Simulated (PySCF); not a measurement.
C3H5F2O2Si (doublet state).
Geometry (GFN2-xTB, Å), atoms numbered from 1 in this order:
```
atom  x, y, z in Å
F1    -1.6058   -2.2379    0.4108
C2    -1.5103   -0.9036    0.4693
F3    -1.2998   -0.6022    1.7802
O4    -0.4832   -0.5112   -0.3028
C5    -0.4770    0.8378   -0.6700
C6     0.6677    1.5067   -0.7358
O7     1.8683    1.0276   -0.4250
Si8    2.2708   -0.4097    0.2891
H9    -2.4871   -0.4605    0.1911
H10   -1.4341    1.2712   -0.9154
H11    0.6736    2.5340   -1.0761
H12    2.1254   -1.5084   -0.6453
H13    1.6871   -0.5432    1.6121
```

The hyperfine couplings belong to this conformer and change with its torsions.

Identity: `FC(F)O/C=C\O[SiH2]` [radical].

Theory: UKS B3LYP, pcH-1 on C F H O Si, non-relativistic, mean-field spin-orbit, GIAO (PySCF). Geometry: GFN2-xTB, one conformer, isolated molecule. Couplings are sensitive to structure, and on GFN2-xTB geometries they can be far from those on DFT ones, by a factor of two or more for some ions and for spin on atoms past the first row. No stability test was run, so a lower SCF solution isn't excluded.

Principal values of hyperfine tensors in MHz (contact, dipolar and spin–orbit terms together), for some of the nuclei:

```json
{"atom": "H12", "isotope": "1H", "A1": "79.97", "A2": "90.28", "A3": "98.07"}
{"atom": "H13", "isotope": "1H", "A1": "75.39", "A2": "85.66", "A3": "93.58"}
{"atom": "O7", "isotope": "17O", "A1": "-88.51", "A2": "-76.59", "A3": "-76.14"}
{"atom": "C6", "isotope": "13C", "A1": "21.79", "A2": "22.30", "A3": "29.21"}
{"atom": "O4", "isotope": "17O", "A1": "-22.17", "A2": "-15.28", "A3": "-15.10"}
{"atom": "H10", "isotope": "1H", "A1": "4.29", "A2": "4.62", "A3": "6.54"}
{"atom": "H9", "isotope": "1H", "A1": "1.44", "A2": "1.51", "A3": "3.23"}
{"atom": "F3", "isotope": "19F", "A1": "-1.10", "A2": "-0.98", "A3": "7.86"}
```

Q: Give the isotropic coupling of each nucleus in MHz and in mT (g = 2.0022), and the anisotropic part.

A: a_iso = (A1 + A2 + A3)/3, Ti = Ai − a_iso; 1 mT corresponds to 28.023 MHz. The tensors hold a spin–orbit part: the run splits a_iso into a_FC + a_SO, and T includes its anisotropic share.

```
atom  a_iso (MHz)    a_FC   a_SO  a_iso (mT)     T1     T2    T3
 H12        89.44   89.44   0.00       3.192  -9.47   0.84  8.63
 H13        84.87   84.87   0.00       3.029  -9.49   0.78  8.70
  O7       -80.41  -80.36  -0.05      -2.870  -8.10   3.83  4.27
  C6        24.43   24.44  -0.01       0.872  -2.64  -2.13  4.78
  O4       -17.52  -17.52   0.00      -0.625  -4.65   2.24  2.41
 H10         5.15    5.15   0.00       0.184  -0.86  -0.53  1.39
  H9         2.06    2.06   0.00       0.074  -0.62  -0.55  1.17
  F3         1.93    1.91   0.01       0.069  -3.02  -2.91  5.93
```

Q: What spin density at the nucleus of H12 lies behind its contact coupling (g_N = 5.58569)?

A: a_FC = 800.24 MHz bohr³ × g_N × ρ(0)/(2S). With a_FC = 89.44 MHz and 2S = 1, ρ(0) = 0.02001 bohr⁻³. In magnitude that is 6.3 % of the 1/π = 0.318 of a free hydrogen atom.

Q: Si8 (29Si, g_N = -1.11058) isn't in the table. Its spin density at the nucleus is 0.6046 bohr⁻³. What is its contact coupling?

A: By the same relation, a_FC = -537.3 MHz. The spin–orbit term adds +1.19 MHz. Its full tensor has the principal values -711.38, -448.94, -448.01 MHz.

Q: What first-order splitting does O7 cause when the field lies along A1, A2 or A3 of its tensor (g taken as isotropic, no quadrupole term)?

A: 6 lines (I = 5/2), spaced by |A_i|/(g × 13.996): 3.16, 2.73, 2.72 mT along the axes of A1, A2 and A3.
